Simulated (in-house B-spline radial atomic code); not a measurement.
Spin-orbit splittings of orbital energies (j = l + 1/2 less j = l - 1/2) and ratios of mean radii (lower j over upper j) along the 51-electron series, configuration [Kr] 4d10 4f3 5s2. Computed with a radial B-spline atomic code at the basis-set limit: Dirac-Hartree-Fock, average of the configuration, finite nuclei.

```tsv
ion	Z	splitting of 4d (eV)	radius ratio of 4d	splitting of 4f (eV)	radius ratio of 4f	splitting of 3d (eV)	radius ratio of 3d
Pm10+	61	4.7194	0.98638	0.5607	0.99412	24.682	0.98372
Sm11+	62	5.2503	0.9862	0.68908	0.99408	26.777	0.98318
Eu12+	63	5.8248	0.98599	0.83035	0.99402	29.005	0.98264
```
